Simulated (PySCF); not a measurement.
chromium atom (Cr), septet; TPSS/def2-TZVP (PySCF).

The PySCF input:
```python
from pyscf import gto, scf, dft

mol = gto.M(
    atom='''
Cr    0.00000000    0.00000000    0.00000000
''',
    basis='def2-tzvp',
    spin=6,
    verbose=4,
)

mf = dft.UKS(mol)
mf.xc = 'tpss'
mf.kernel()
mf.analyze()
```

The log (banner, timings and long lists left out):

```
PySCF version 2.14.0

[INPUT] verbose = 4
[INPUT] num. atoms = 1
[INPUT] num. electrons = 24
[INPUT] charge = 0
[INPUT] spin (= nelec alpha-beta = 2S) = 6
[INPUT] symmetry False subgroup None
[INPUT] Mole.unit = angstrom
[INPUT] Symbol           X                Y                Z      unit          X                Y                Z       unit  Magmom
[...]
nuclear repulsion = 0
number of shells = 15
number of NR pGTOs = 92
number of NR cGTOs = 45
basis = def2-tzvp
ecp = {}

******** <class 'pyscf.dft.uks.UKS'> ********
method = UKS
initial guess = minao
damping factor = 0
level_shift factor = 0
DIIS = <class 'pyscf.scf.diis.CDIIS'>
diis_start_cycle = 1
diis_space = 8
diis_damp = 0
SCF conv_tol = 1e-09
SCF conv_tol_grad = None
SCF max_cycles = 50
direct_scf = True
direct_scf_tol = 1e-13
number electrons alpha = 15  beta = 9
XC library pyscf.dft.libxc version 7.1.2
    S. Lehtola, C. Steigemann, M. J. T. Oliveira, and M. A. L. Marques,  SoftwareX 7, 1–5 (2018)
XC functionals = tpss
    J. Tao, J. P. Perdew, V. N. Staroverov, and G. E. Scuseria,  Phys. Rev. Lett. 91, 146401 (2003)
    J. P. Perdew, J. Tao, V. N. Staroverov, and G. E. Scuseria,  J. Chem. Phys. 120, 6898 (2004)
    J. Tao, J. P. Perdew, V. N. Staroverov, and G. E. Scuseria,  Phys. Rev. Lett. 91, 146401 (2003)
    J. P. Perdew, J. Tao, V. N. Staroverov, and G. E. Scuseria,  J. Chem. Phys. 120, 6898 (2004)
radial grids:
    Treutler-Ahlrichs [JCP 102, 346 (1995); DOI:10.1063/1.469408] (M4) radial grids

becke partition: Becke, JCP 88, 2547 (1988); DOI:10.1063/1.454033
pruning grids: <function nwchem_prune>
grids dens level: 3
symmetrized grids: False
atomic radii adjust function: <function treutler_atomic_radii_adjust>
small_rho_cutoff = 0
Set gradient conv threshold to 3.16228e-05
tot grids = 20904
init E= -1044.11451470876

cycle= 1 E= -1044.24181768205  delta_E= -0.127  |g|= 0.868  |ddm|= 1.43

cycle= 2 E= -1039.96154967232  delta_E= 4.28  |g|= 2.85  |ddm|= 2.33
cycle= 3 E= -1044.42714668855  delta_E= -4.47  |g|= 0.261  |ddm|= 2.27
cycle= 4 E= -1044.45467714998  delta_E= -0.0275  |g|= 0.147  |ddm|= 0.576
cycle= 5 E= -1044.46232745671  delta_E= -0.00765  |g|= 0.0306  |ddm|= 0.105
cycle= 6 E= -1044.46264664894  delta_E= -0.000319  |g|= 0.00215  |ddm|= 0.0238
cycle= 7 E= -1044.46264815926  delta_E= -1.51e-06  |g|= 4.94e-05  |ddm|= 0.00159
cycle= 8 E= -1044.46264816011  delta_E= -8.44e-10  |g|= 8.12e-08  |ddm|= 4.07e-05
[...]
converged SCF energy = -1044.46264816011  <S^2> = 12.000062  2S+1 = 7.0000176
Total Energy =                       -1044.462648160108984
[...]
Two-electron Energy =                  393.996153441094179
Two-electron Coulomb Energy =          442.788520680807778
DFT Exchange-Correlation Energy =      -48.792367239713627
**** MO energy ****
                             alpha | beta                alpha | beta
[...]
To work with the spin densities directly, `use mulliken_meta_spin()` only printing them here.

 ** Mulliken spin pop alpha/beta on meta-lowdin orthogonal AOs **
 ** Mulliken Spin Density (per AO)  **
spin_pop of  0 Cr 1s        0.00000
spin_pop of  0 Cr 2s       -0.00001
spin_pop of  0 Cr 3s        0.00004
spin_pop of  0 Cr 4s        0.99721
spin_pop of  0 Cr 5s        0.00175
spin_pop of  0 Cr 6s        0.00101
spin_pop of  0 Cr 2px      -0.00001
spin_pop of  0 Cr 2py      -0.00001
spin_pop of  0 Cr 2pz      -0.00001
spin_pop of  0 Cr 3px       0.00003
spin_pop of  0 Cr 3py       0.00003
spin_pop of  0 Cr 3pz       0.00003
spin_pop of  0 Cr 4px      -0.00003
spin_pop of  0 Cr 4py      -0.00003
spin_pop of  0 Cr 4pz      -0.00003
spin_pop of  0 Cr 5px       0.00000
spin_pop of  0 Cr 5py       0.00000
spin_pop of  0 Cr 5pz       0.00000
spin_pop of  0 Cr 3dxy      0.99414
spin_pop of  0 Cr 3dyz      0.99414
spin_pop of  0 Cr 3dz^2     0.99414
spin_pop of  0 Cr 3dxz      0.99414
spin_pop of  0 Cr 3dx2-y2    0.99414
spin_pop of  0 Cr 4dxy      0.00304
spin_pop of  0 Cr 4dyz      0.00304
spin_pop of  0 Cr 4dz^2     0.00304
spin_pop of  0 Cr 4dxz      0.00304
spin_pop of  0 Cr 4dx2-y2    0.00304
spin_pop of  0 Cr 5dxy      0.00255
spin_pop of  0 Cr 5dyz      0.00255
spin_pop of  0 Cr 5dz^2     0.00255
spin_pop of  0 Cr 5dxz      0.00255
spin_pop of  0 Cr 5dx2-y2    0.00255
spin_pop of  0 Cr 6dxy      0.00027
spin_pop of  0 Cr 6dyz      0.00027
spin_pop of  0 Cr 6dz^2     0.00027
spin_pop of  0 Cr 6dxz      0.00027
spin_pop of  0 Cr 6dx2-y2    0.00027
spin_pop of  0 Cr 4f-3     -0.00000
spin_pop of  0 Cr 4f-2      0.00000
spin_pop of  0 Cr 4f-1     -0.00000
spin_pop of  0 Cr 4f+0     -0.00000
spin_pop of  0 Cr 4f+1      0.00000
spin_pop of  0 Cr 4f+2      0.00000
spin_pop of  0 Cr 4f+3      0.00000
 ** Mulliken Spin Density (per atom)  **
spin density of  0 Cr =      6.00000
 ** Mulliken pop alpha/beta on meta-lowdin orthogonal AOs **
 ** Mulliken pop       alpha | beta **
In total            15.00000 | 9.00000
 ** Mulliken atomic charges   ( Nelec_alpha | Nelec_beta ) **
charge of  0Cr =     -0.00000  (    15.00000      9.00000 )
Dipole moment(X, Y, Z, Debye):  0.00000,  0.00000, -0.00000
```
